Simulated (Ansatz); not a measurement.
Ansatz (an electronic-structure program) input (CCSD(T)/def2-QZVPPD):
A basis named .json is the Basis Set Exchange file of that set.

Ansatz 0.2 input:
```yaml
crystal:
  periodic: [false, false, false]
  atoms:
    - {symbol: Be, position_ang: [-0.00000000, -0.00000000, -0.88442103]}
    - {symbol: O, position_ang: [0.00000000, 0.00000000, 0.44221052]}
basis:
  gaussian:
    orbitals: def2-QZVPPD.json
magnetization: {spin_polarized: true, initial_magnetization: 2}
correlation: {method: ccsd_t, electrons: outside_noble_gas}
```

Output:

```
Functional definition: HF
integrals: 0.18 GiB planned
600 factors; integrals over basis functions are off by at most 1.3e-3 eV
mean field: 0.18 GiB planned
mean field evaluation 1: about -2433.3917 eV, gradient 1.6e1 eV
mean field evaluation 2: about -2433.3926 eV, gradient 1.6e1 eV
mean field evaluation 4: about -2434.8769 eV, gradient 2.4e0 eV
mean field evaluation 8: about -2434.9708 eV, gradient 1.2e-1 eV
mean field evaluation 16: about -2434.9557 eV, gradient 8.4e-1 eV
mean field evaluation 32: about -2433.8650 eV, gradient 1.1e-2 eV
mean field evaluation 64: about -2433.7661 eV, gradient 1.5e1 eV
mean field evaluation 96: about -2430.8714 eV, gradient 3.4e-2 eV
mean field evaluation 128: about -2434.3820 eV, gradient 6.4e0 eV
mean field -2434.97110571 eV, -89.4835376520 hartree, gradient 1.5e-6 eV, S^2 2.004631; 8 other end points of the search recorded, 0 dependent functions left out
determinant -2434.97110571 eV, -89.4835376520 hartree, with singles and doubles -2441.40492557 eV, -89.7199761709 hartree
determinant -2433.86503256 eV, -89.4428902138 hartree, with singles and doubles -2440.41479225 eV, -89.6835894427 hartree
2 core orbitals not correlated
reference -2434.97110571 eV, -89.4835376520 hartree; 5, 3 occupied and 95, 97 virtual orbitals, 600 factors
second order -6.06146876 eV of doubles, -0.00000000 eV of singles
coupled cluster: 0.48 GiB planned
cycle   1  -6.35778565 eV  change   -6.3e-1 eV  update   2.0e-2
cycle   2  -6.37664021 eV  change   -1.9e-2 eV  update   6.2e-3
cycle   3  -6.37824404 eV  change   -1.6e-3 eV  update   3.4e-3
cycle   4  -6.37898142 eV  change   -7.4e-4 eV  update   1.1e-3
cycle   5  -6.37954322 eV  change   -5.6e-4 eV  update   4.7e-4
cycle   6  -6.37964844 eV  change   -1.1e-4 eV  update   2.0e-4
cycle   7  -6.37965711 eV  change   -8.7e-6 eV  update   9.4e-5
cycle   8  -6.37967454 eV  change   -1.7e-5 eV  update   4.0e-5
cycle   9  -6.37967179 eV  change    2.7e-6 eV  update   1.5e-5
cycle  10  -6.37966781 eV  change    4.0e-6 eV  update   6.0e-6
perturbative correction -0.20397294 eV, -0.0074958673 hartree
Total energy: -2441.55474646 eV, -89.7254819870 hartree
```

This state (charge 0, triplet) is run at the relaxed geometry of the species with charge 0 and multiplicity 1, and is a spin state other than that species' own.
